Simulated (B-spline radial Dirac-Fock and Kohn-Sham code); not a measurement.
## Fe³⁺: non-radiative channels of the 2p1/2 vacancy

System: the Fe³⁺ ion in the configuration [Ar] 3d5.

The run's input, task.json:

```json
{"items": [{
  "Z": 26,
  "q": 3,
  "cfg": [[1, 0, 2], [2, 0, 2], [2, 1, 6], [3, 0, 2], [3, 1, 6], [3, 2, 5]],
  "A": 56,
  "rrms": 3.7377,
  "do": ["binding", "quiet", "decay"],
  "holes": ["K", "L1", "L2", "L3", "M1", "M2", "M3"]
}]}
```

Run with: `python xray_run.py task.json out`

Calculated with a radial finite-basis atomic code, using one-electron (LDA, Dirac) transition rates at Dirac-Fock energies. Kinetic energies are configuration averages from the vacuum level; the two-hole energies are estimated from single-hole states.

| transition | kinetic energy (eV) | width (meV) | share (%) |
| --- | --- | --- | --- |
| L2-M1M1 | 453.3 | 2.40 | 0.6 |
| L2-M1M2 | 496.7 | 45.3 | 11.0 |
| L2-M1M3 | 498.3 | 3.49 | 0.9 |
| L2-M2M2 | 533.2 | 39.0 | 9.5 |
| L2-M2M3 | 536.3 | 137 | 33.4 |
| L2-M3M3 | 537.5 | 3.82 | 0.9 |
| L2-M1M4 | 554.7 | 1.65 | 0.4 |
| L2-M1M5 | 554.8 | 2.58 | 0.6 |
| L2-M2M5 | 594.6 | 51.7 | 12.6 |
| L2-M2M4 | 595.5 | 26.4 | 6.4 |
| L2-M3M4 | 596.2 | 30.5 | 7.4 |
| L2-M3M5 | 596.9 | 4.54 | 1.1 |
| L2-M4M4 | 653.8 | 10.7 | 2.6 |
| L2-M4M5 | 653.9 | 49.0 | 11.9 |
| L2-M5M5 | 654.1 | 2.30 | 0.6 |

The listed channels hold 100 % of the non-radiative rate. Summed by principal shells, of 0.411 eV in all: LMM 100.0 %.
